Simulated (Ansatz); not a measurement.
Molecule: sum formula SnOF2, charge 1, multiplicity 2. 
Coordinates optimised at B3LYP-D3(BJ)/def2-TZVP (Ansatz, a first-principles code):
```
Sn
F 1 1.8570
F 1 1.8570 2 115.74
O 1 1.9449 2 122.13 3 180.00
```
Charge +1, spin multiplicity 2.

Parts of the frozen-core correlation energy in def2-TZVPPD (Ansatz, hartree). Frozen orbitals: 12; correlated occupied orbitals by spin: 12 and 11; virtual: 152 and 153. Open shells are spin-unrestricted. No spin-orbit coupling. In def2 rows, elements after Kr have scalar-relativistic effective core potentials.

```
term                            value
-------------------------  ----------
reference (HF)             -486.87460
MP2 opposite-spin            -0.57922
MP2 same-spin                -0.20417
CCSD correlation             -0.78806
(T)                          -0.02812
T1 diagnostic                   0.021
largest doubles amplitude       0.054
<S^2> of the reference          0.786
```
